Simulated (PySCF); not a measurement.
**Computed structure and properties of [Nd(NH3)3]3+**

System: [Nd(NH3)3]3+ (singlet in the valence; each metal's 4f electrons, 3 of them, lie in its core potential, out of spins and levels); start: displaced along the imaginary mode (C3). Method: PySCF 2.14.0, RKS PBE, Nd lcecp-1-SVP with ECP49, N def2-SVP, H def2-SVP; non-relativistic Hamiltonian with scalar-relativistic core potentials where named; density fitting; no spin-orbit coupling.

Input of the relaxation:

```python
mol = gto.M(atom='''
Nd    -0.00000    -0.00000     0.01389
N      2.48990     0.00140    -0.03750
H      2.95464    -0.29318     0.87564
H      2.92872    -0.65159    -0.75630
H      2.94238     0.94381    -0.25000
N     -1.24616     2.15562    -0.03750
H     -1.22342     2.70538     0.87564
H     -0.90007     2.86214    -0.75630
H     -2.28855     2.07628    -0.25000
N     -1.24374    -2.15702    -0.03750
H     -1.73122    -2.41220     0.87564
H     -2.02865    -2.21055    -0.75630
H     -0.65383    -3.02008    -0.25000''',
    basis={'Nd': 'lcecp-1-SVP', 'N': 'def2-SVP', 'H': 'def2-SVP'},
    ecp={'Nd': 'lcecp-1-SVP'},
    charge=3, spin=0)
mf = dft.RKS(mol, xc='PBE')
mf.grids.atom_grid = (50, 194)  # f atoms: unpruned, at least (60, 302)
mf = mf.density_fit()  # fitting sets: Nd AutoAux, N def2-universal-JKFIT, H def2-universal-JKFIT
mf.conv_tol = 1e-08; mf.max_cycle = 55
mf.kernel(dm0)  # dm0: converged density of the start geometry
# quasi-Newton relaxation in Cartesian coordinates to a largest gradient under 0.00045 Eh/bohr, steps kept in the point group
```

Run from Python with OMP_NUM_THREADS=2; the lines above give its settings. Where DIIS fails, smearing, a level shift and second-order steps follow.
It took 2.2 min on 2 threads of Intel(R) Xeon(R) Platinum 8488C (Sapphire Rapids) (shared host), from the converged density of the start.

Course of the relaxation:

| step | energy above end (eV) | largest force component within the symmetry (eV/Å) |
| --- | --- | --- |
| 0 | 0.1151 | 0.748 |
| 1 | 0.0422 | 0.028 |
| 2 | 0.0419 | 0.019 |
| 3 | 0.0411 | 0.040 |
| 4 | 0.0373 | 0.170 |
| 5 | 0.0367 | 0.242 |
| 6 | 0.0259 | 0.272 |
| 7 | 0.0163 | 0.188 |
| 10 | 0.0048 | 0.192 |
| 11 | 0.0020 | 0.123 |
| 12 | 0.0008 | 0.031 |
| 13 | 0.0005 | 0.029 |
| 14 | 0.0001 | 0.016 |
| 15 | 0.0000 | 0.005 |
(The steps between are left out.)

Relaxed geometry (C3):

```xyz
13

Nd    0.0000    0.0000    0.7760
N     2.3551   -0.0012   -0.0061
H     3.0550   -0.2708    0.7240
H     2.5849   -0.6490   -0.7941
H     2.7206    0.9174   -0.3460
N    -1.1765    2.0402   -0.0061
H    -1.2930    2.7811    0.7240
H    -0.7304    2.5630   -0.7941
H    -2.1549    1.8974   -0.3460
N    -1.1786   -2.0390   -0.0061
H    -1.7620   -2.5103    0.7240
H    -1.8544   -1.9141   -0.7941
H    -0.5658   -2.8149   -0.3460
```

| contact | Å |
| --- | --- |
| Nd1–N2 (NH3) | 2.482 |
| Nd1–N6 (NH3) | 2.482 |
| Nd1–N10 (NH3) | 2.482 |

On the finer grid (75, 302):

* HOMO: -22.71 eV
* LUMO: -17.22 eV
* Dipole about the centre of mass: 2.56 D
* Set of Mulliken populations of Nd1 outside the core potential: s 2.22, p 6.14, d 0.89, f 0.03
* D3(BJ) dispersion energy (not in the energies): -0.213 eV

| atom | Mulliken (e) | Löwdin (e) | spin (e) |
| --- | --- | --- | --- |
| Nd1 | 1.72 | 1.47 | 0.00 |
| N2 | -0.32 | 0.00 | 0.00 |
| H3 | 0.25 | 0.17 | 0.00 |
| H4 | 0.25 | 0.17 | 0.00 |
| H5 | 0.25 | 0.17 | 0.00 |
| N6 | -0.32 | 0.00 | 0.00 |
| H7 | 0.25 | 0.17 | 0.00 |
| H8 | 0.25 | 0.17 | 0.00 |
| H9 | 0.25 | 0.17 | 0.00 |
| N10 | -0.32 | 0.00 | 0.00 |
| H11 | 0.25 | 0.17 | 0.00 |
| H12 | 0.25 | 0.17 | 0.00 |
| H13 | 0.25 | 0.17 | 0.00 |

The 4f levels lie in the core potential and are missing. Their spin isn't counted.

On the grid (50, 194), as all that follows. Harmonic modes: a minimum within the noise of the softest modes; lowest -16 cm⁻¹ (negative: unstable), highest 3316 cm⁻¹, zero-point energy 2.976 eV.

Taking off one NH3 (charge 0, singlet; the rest: singlet) in vacuum, both parts rigid, costs 3.91 eV; the small basis without counterpoise inflates it. Parting with an electron moved from the ligand to the metal can be far cheaper, even downhill.

Rigid scan of NH3 along the line from its metal:

distance to N2 (Å), energy (eV) and a bar:
```
     2.18      0.442 ##############################
     2.28      0.171 ############
     2.38      0.038 ###
     2.48      0.000 
     2.58      0.029 ##
     2.68      0.103 #######
     2.88      0.326 ######################
```

One start shape was tried, so this needn't be the lowest isomer.

An lcecp potential fixes the number of 4f electrons, so in runs with it no electron can move into or out of that shell.
